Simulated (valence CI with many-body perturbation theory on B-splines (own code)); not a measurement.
**E1 transitions of Ar¹³⁺**

Level of theory: valence CI with perturbative core correlation (CI+MBPT): three valence electrons over a frozen Dirac-Fock core [He], a basis of 11 s, 11 p, 10 d, 8 f, 5 g, 2 h functions for each j, with the one-electron correlation potential Σ1 (screened to all orders), the two-electron term Σ2, the three-electron term Σ3, Breit, model QED; selected single and double excitations, second order for the rest, scaled by the run's own slope (own B-spline code, finite nucleus).

No measured levels were compared; by estimate levels of excited configurations hold to 0.05 to 0.15 % of their energy, terms of the ground configuration to about 0.5 %.

Lines 101 to 150 of 542 in falling wavelength, among levels below 638.13 eV, chosen from the strongest by gf and those to the six lowest levels. Wavelengths and rates use the calculated energies, so an error of 400 cm⁻¹ moves a line at 711.6 Å by 0.28 % and its rate by three times that or more. Electric multipoles are in the length gauge, E1 and E2 with the static RPA response of the core. Weak lines are less certain than strong ones. Lines between different terms over intervals too small for the method are left out, as are lines whose strength nearly cancels. The highest levels of a list are the least certain.

Names give the largest LS component (configuration and term), which can be under half, so a name can repeat, a term be missing and a line seem to break the LS rules; names also repeat where a configuration has a term twice. Letters in brackets count levels of one name in rising energy.

| λ vac (Å) | Upper | Lower | A (s⁻¹) | log gf | Branch % |
| --- | --- | --- | --- | --- | --- |
| 711.6 | 2p2 3p 4S°_3/2 | 2p2 3s 4P_5/2 | 7.57e+08 | -0.64 | 0.1 |
| 707.8 | 2s 2p 3p 4P_1/2 | 2s 2p 3s 4P°_3/2 | 1.13e+09 | -0.77 | 5.4 |
| 688.8 | 2p2 3p 2P°_1/2 [b] | 2p2 3s 2D_3/2 | 9.87e+08 | -0.85 | 0.1 |
| 645.8 | 2p2 3p 2D°_5/2 [b] | 2p2 3s 2P_3/2 | 8.46e+08 | -0.50 | 0.1 |
| 638.5 | 2p2 3p 2P°_3/2 [b] | 2p2 3s 2D_3/2 | 9.86e+08 | -0.62 | 0.1 |
| 630.7 | 2p2 3p 2P°_3/2 [b] | 2p2 3s 2D_5/2 | 1.19e+09 | -0.55 | 0.1 |
| 603.8 | 2p2 3p 2D°_3/2 [b] | 2p2 3s 2P_1/2 | 9.08e+08 | -0.70 | 0.1 |
| 535.6 | 2p2 3p 2P°_3/2 [b] | 2p2 3s 2P_3/2 | 7.95e+08 | -0.86 | 0.1 |
| 394.9 | 2p2 3p 2F°_7/2 | 2s 2p 3p 2D_5/2 [b] | 1.86e+09 | -0.46 | 0.4 |
| 388.0 | 2p2 3d 2D_3/2 [b] | 2s 2p 3d 2D°_3/2 [b] | 1.95e+09 | -0.76 | 0.1 |
| 387.6 | 2p3 2D°_5/2 | 2s 2p2 2P_3/2 | 1.67e+09 | -0.65 | 18.9 |
| 371.4 | 2p2 3s 2D_5/2 | 2s 2p 3s 2P°_3/2 [b] | 3.12e+09 | -0.41 | 0.5 |
| 371.2 | 2p2 3d 2P_3/2 [b] | 2s 2p 3d 2P°_3/2 [b] | 2.02e+09 | -0.78 | 0.1 |
| 368.4 | 2p2 3s 2D_3/2 | 2s 2p 3s 2P°_1/2 [b] | 1.80e+09 | -0.83 | 0.3 |
| 358.8 | 2p2 3d 2F_7/2 [b] | 2s 2p 3d 2F°_7/2 [b] | 1.15e+09 | -0.75 | 0.0 |
| 299.1 | 2p2 3d 2F_7/2 [a] | 2s 2p 3d 2F°_7/2 [a] | 1.60e+09 | -0.77 | 0.4 |
| 279.4 | 2p2 3p 4D°_7/2 | 2s 2p 3p 4P_5/2 | 1.47e+09 | -0.86 | 0.3 |
| 279.1 | 2p3 2P°_3/2 | 2s 2p2 2P_3/2 | 6.64e+09 | -0.51 | 33.6 |
| 275.7 | 2p2 3p 4P°_5/2 | 2s 2p 3p 4P_5/2 | 2.15e+09 | -0.83 | 0.3 |
| 275.1 | 2p3 2P°_1/2 | 2s 2p2 2P_1/2 | 6.48e+09 | -0.83 | 32.1 |
| 273.5 | 2p2 3p 2D°_3/2 [a] | 2s 2p 3p 2D_3/2 [a] | 4.40e+09 | -0.70 | 0.5 |
| 272.1 | 2p2 3p 2D°_5/2 [a] | 2s 2p 3p 2D_5/2 [a] | 4.03e+09 | -0.57 | 0.5 |
| 262.0 | 2p2 3p 2P°_3/2 [a] | 2s 2p 3p 2D_5/2 [a] | 3.31e+09 | -0.87 | 0.3 |
| 260.6 | 2p2 3d 4F_9/2 | 2s 2p 3d 4F°_9/2 | 4.25e+09 | -0.36 | 64.5 |
| 260.5 | 2p2 3d 2D_5/2 [a] | 2s 2p 3d 2F°_7/2 [a] | 3.47e+09 | -0.67 | 0.1 |
| 259.3 | 2p2 3d 4F_7/2 | 2s 2p 3d 4F°_7/2 | 2.58e+09 | -0.68 | 11.9 |
| 257.3 | 2s 2p2 2D_5/2 | 2s2 2p 2P°_3/2 | 3.05e+09 | -0.74 | 100.0 |
| 256.8 | 2p2 3p 4D°_7/2 | 2s 2p 3p 4D_7/2 | 5.49e+09 | -0.36 | 1.1 |
| 255.6 | 2p2 3p 4D°_5/2 | 2s 2p 3p 4D_5/2 | 2.81e+09 | -0.78 | 0.5 |
| 252.4 | 2p2 3d 4D_7/2 | 2s 2p 3d 4F°_9/2 | 2.86e+09 | -0.66 | 9.4 |
| 252.2 | 2p2 3d 2D_5/2 [c] | 2s 2p 3d 2D°_5/2 [b] | 2.91e+09 | -0.78 | 0.1 |
| 250.7 | 2p2 3d 2D_3/2 [a] | 2s 2p 3d 2F°_5/2 [a] | 4.93e+09 | -0.73 | 0.2 |
| 250.6 | 2p2 3d 4P_5/2 | 2s 2p 3d 4D°_7/2 | 5.58e+09 | -0.50 | 0.1 |
| 249.6 | 2p2 3s 2P_3/2 | 2s 2p 3s 2P°_3/2 [a] | 8.67e+09 | -0.49 | 1.2 |
| 249.5 | 2p3 2D°_3/2 | 2s 2p2 2D_3/2 | 5.09e+09 | -0.72 | 58.5 |
| 248.9 | 2p3 2D°_5/2 | 2s 2p2 2D_5/2 | 6.30e+09 | -0.45 | 71.7 |
| 248.9 | 2p2 3s 4P_5/2 | 2s 2p 3s 4P°_5/2 | 5.72e+09 | -0.50 | 1.6 |
| 248.3 | 2p3 2D°_5/2 | 2s 2p2 2D_3/2 | 7.36e+08 | -1.39 | 8.4 |
| 247.3 | 2p2 3s 2P_1/2 | 2s 2p 3s 2P°_1/2 [a] | 8.41e+09 | -0.81 | 1.1 |
| 243.7 | 2s 2p2 2D_3/2 | 2s2 2p 2P°_1/2 | 3.39e+09 | -0.92 | 92.5 |
| 242.9 | 2p2 3d 2D_5/2 [c] | 2s 2p 3d 2F°_7/2 [b] | 8.01e+09 | -0.37 | 0.3 |
| 242.5 | 2p2 3p 2P°_3/2 [c] | 2s 2p 3p 2P_3/2 [b] | 4.29e+09 | -0.82 | 0.6 |
| 241.8 | 2p2 3d 2D_3/2 [c] | 2s 2p 3d 2F°_5/2 [b] | 8.63e+09 | -0.52 | 0.3 |
| 241.2 | 2p2 3p 2P°_3/2 [c] | 2s 2p 3p 2D_5/2 [b] | 9.18e+09 | -0.49 | 1.2 |
| 241.0 | 2p2 3p 2P°_1/2 [c] | 2s 2p 3p 2D_3/2 [b] | 1.12e+10 | -0.71 | 1.4 |
| 240.3 | 2p2 3s 4P_5/2 | 2s 2p 3s 4P°_3/2 | 2.77e+09 | -0.84 | 0.8 |
| 226.0 | 2s 2p 3d 2F°_7/2 [b] | 2s2 3d 2D_5/2 | 4.39e+09 | -0.57 | 0.2 |
| 224.8 | 2s 2p 3d 2F°_5/2 [b] | 2s2 3d 2D_3/2 | 4.19e+09 | -0.72 | 0.1 |
| 221.3 | 2s 2p 4p 2D_5/2 [b] | 2s2 4p 2P°_3/2 | 9.39e+09 | -0.38 | 2.8 |
| 220.7 | 2s 2p 4p 2D_3/2 [c] | 2s2 4p 2P°_1/2 | 9.03e+09 | -0.58 | 2.9 |
